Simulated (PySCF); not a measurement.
# BiC from Hartree–Fock to correlated methods

State: ²Σ⁺ (doublet), unpaired electrons σ ↑. Set-up: basis Bi cc-pVDZ-PP with ECP60, C cc-pVDZ; scalar-relativistic core potentials; PySCF 2.14. De refers to Bi + C in their high-spin ground configurations, without counterpoise correction. The functionals are run spin-unrestricted. A positive dipole means Bi(−)C(+). Levels whose curve was spin-contaminated or gave no clean fit are not listed.

```
       Level  Re (Å)  ωe (cm⁻¹)  De (eV)  μ (D)  CPU s a point (SCF and correlation, without the integrals)
        ROHF   1.931        880    -1.02  -2.55                                                       0.082
    ROHF-MP2   2.011        750     2.80    n/a                                                        0.14
ROHF-SCS-MP2   2.009        751     2.52    n/a                                                         n/a
   ROHF-CCSD   1.986        766     1.92    n/a                                                         n/a
ROHF-CCSD(T)   2.009        720     2.38    n/a                                                         3.5
         LDA   1.964        782     4.22  -2.43                                                        0.37
         PBE   1.987        746     3.37  -2.55                                                        0.65
        BP86   1.990        743     3.35  -2.52                                                        0.49
```

(1) Which functional lies closest to ROHF-CCSD(T) in De, which farthest, and by how much do they differ from it?

(2) What does second-order correlation do here, going from ROHF to ROHF-MP2?

(3) What does the triples do here, going from ROHF-CCSD to ROHF-CCSD(T)?

Correlated steps freeze 5 core orbitals. Correlated levels converge slowly with the basis: in double zeta they bind strong bonds too weakly, by up to about 1 eV, and carry superposition errors of some tenths. These are scalar-relativistic numbers at best; spin–orbit coupling would shift them, the dissociation energy most. UHF is strongly spin-contaminated for BiC, so the ROHF reference used there is far from stable. A negative De means that the minimum lies above the separated atoms at that level. The state was picked by a PBE0 search and need not be the measured ground state.

The whole job (state search and all levels along the bond) took about 2.4 min on 1 thread of Intel Xeon Platinum 8259CL @ 2.50GHz (shared host), peak memory 0.45 GiB.

## Answers

(1) Closest is BP86 (-1.9 pm in Re, +3.2 % in ωe, +0.97 eV in De against ROHF-CCSD(T) in the same basis), farthest LDA (-4.5 pm in Re, +8.6 % in ωe, +1.84 eV in De). CCSD(T) converges more slowly with the basis than the functionals do and binds too weakly in this one, so the order can change at the basis-set limit.

(2) ROHF-MP2 less ROHF: +8.0 pm in Re, -14.8 % in ωe, +3.82 eV in De. Correlation nearly always deepens the well. The bond lengthens, as in strong covalent bonds, where excitations into antibonding orbitals dominate.

(3) ROHF-CCSD(T) less ROHF-CCSD: +2.3 pm in Re, -6.0 % in ωe, +0.46 eV in De. Correlation nearly always deepens the well. The bond lengthens, as in strong covalent bonds, where excitations into antibonding orbitals dominate.
